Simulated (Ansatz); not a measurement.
Cost and result for the atomization energy of GeH₆OSSi (`[SiH3][O][GeH2][SH]`) (10 atoms, 9 bonds).

```xyz
10

Si   -1.533    0.222    0.757
O    -0.124    0.934    0.314
Ge    1.443    0.285   -0.195
S     1.176   -1.685   -1.174
H    -2.237   -0.356   -0.418
H    -1.301   -0.863    1.749
H    -2.384    1.273    1.368
H     2.019    1.324   -1.161
H     2.301    0.030    1.050
H     0.639   -1.164   -2.290
```

Total charge 0; spin multiplicity 1. Correlated methods include outer-core shells of Ge, which these sets cover unevenly. Scalar relativity is left out up to krypton. The structure was optimised at the PBE0-D4/def2-TZVP level. It is one conformer, not always the lowest. Program: Ansatz. All runs use 4 threads of an Arm Neoverse V1 on a shared host. Times are those of one run each, without the atoms' runs, and a repeat can differ threefold. Electronic energies, without spin–orbit coupling; frozen cores. CCSD(T)/CBS adds CCSD(T) − MP2 in def2-TZVPP to the MP2 limit, and its time is that of the two runs behind it. T1 = 0.012. With those shells the extrapolation isn't a true limit. B3LYP takes the VWN-RPA correlation (the form of Gaussian; ORCA's B3LYP/G).

CCSD(T)/CBS is a level of theory with its own doubt, some kJ/mol a heavy atom from the limit and from the frozen cores, so smaller differences don't rank the functionals.

```
                             level  functions  wall time
   PBE-D4/def2-TZVPP (with forces)        247      2.9 s
                PBE0-D4/def2-TZVPP        247      4.1 s
r2SCAN-D4/def2-TZVPP (with forces)        247        6 s
 B3LYP-D4/def2-TZVPP (with forces)        247        6 s
                 B2PLYP/def2-TZVPP        247      6.5 s
                ωB97X-V/def2-TZVPP        247       10 s
  ωB97M-V/def2-TZVPP (with forces)        247       15 s
                    MP2/def2-QZVPP        466       31 s
                CCSD(T)/def2-TZVPP        247    3.3 min
                 CCSD(T)/CBS(def2)          –    3.8 min
```

Task: What atomization energy does each give, and how far from CCSD(T)/CBS? (An estimate is asked.)

Result: Computed: 
```tsv
level	atomization (kcal/mol)	difference from CCSD(T)/CBS	per bond
PBE-D4/def2-TZVPP (with forces)	730.5	-9.8	-1.1
PBE0-D4/def2-TZVPP	723.4	-16.9	-1.9
r2SCAN-D4/def2-TZVPP (with forces)	736.5	-3.8	-0.4
B3LYP-D4/def2-TZVPP (with forces)	731.0	-9.3	-1.0
B2PLYP/def2-TZVPP	724.4	-15.9	-1.8
ωB97X-V/def2-TZVPP	742.6	2.3	0.3
ωB97M-V/def2-TZVPP (with forces)	736.0	-4.3	-0.5
MP2/def2-QZVPP	735.9	-4.4	-0.5
CCSD(T)/def2-TZVPP	721.5	-18.8	-2.1
CCSD(T)/CBS(def2)	740.3	0.0	0.0
```

From PBE to PBE0 (25 % exact exchange), in def2-TZVPP and without D4, the atomization energy moves by −6.3 kcal/mol: exact exchange takes away binding that semilocal exchange gives to molecules. In def2-TZVPP, CCSD(T) changes the Hartree–Fock value by +186.0 kcal/mol (the triples alone add +9.7 kcal/mol) and MP2 by +189.3 kcal/mol; breaking electron pairs costs correlation energy, which Hartree–Fock lacks. The D4 term adds +9.3 kcal/mol with B3LYP and +4.9 kcal/mol with PBE0; it sums over pairs of atoms, weighted by their polarisabilities, and B3LYP, whose exchange is more repulsive, gets the larger term.
